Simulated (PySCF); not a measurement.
# Spinor energies of Si⁺ (silicon, charge +1)

Start: [Ne] 3s1 3p1 4s1; 3s1/2 filled at m_j = +1/2; 3p3/2 filled at m_j = +3/2; 4s1/2 filled at m_j = +1/2. Calculated with PySCF 2.14 in x2c-SVPall-2c with one added diffuse shell each of s, p type (5s5p1d, 25 functions): generalised Hartree-Fock with the X2C-1e Hamiltonian and a Gaussian nucleus; one run each with spin-orbit coupling (SO) switched off, then screened by Boettger's factors. This is a chosen level, not necessarily the ground level.

```csv
spinor shell,electrons,"ε, spin-free (eV)","ε, screened SO (eV)",weight of nominal j (screened SO),"rms radius, screened SO (bohr)"
1s1/2,2,-1892.8,-1892.8,1.000,0.129
2s1/2,2,-184.43,-184.44,1.000,0.613
2p1/2,2,-132.23,-132.69,0.853,0.598
3s1/2,1,-29.912,-29.915,0.999,2.10
3p3/2,1,-21.078,-21.060,1.000,2.46
4s1/2,1,-8.094,-8.094,1.000,5.55
```

**Question.** Where does 2p3/2 lie, and what is the 2p spin-orbit splitting (screened SO)?

**Answer.** At -132.01 eV, 0.681 eV above 2p1/2.

```json
{"quantity": "E (hartree)", "spin-free": "-288.58743", "screened SO": "-288.58694"}
{"quantity": "M_J", "spin-free": "5/2", "screened SO": "5/2"}
{"quantity": "⟨J²⟩", "spin-free": "8.754", "screened SO": "8.754"}
{"quantity": "⟨L²⟩", "spin-free": "2.004", "screened SO": "2.004"}
{"quantity": "⟨S²⟩", "spin-free": "3.750", "screened SO": "3.750"}
```

Each row is a mean over spinors that exchange with the open shell spreads, by up to 1.457 eV (2p3/2).

Rows whose weight is well below 1 are mixtures of j = l ± 1/2: exchange outweighs spin-orbit coupling there, and the label is only the starting occupation.

Without spin-orbit coupling the j labels of p, d and f shells carry no meaning; the spin-free column gives the mean over the occupied spinors of each nl shell.
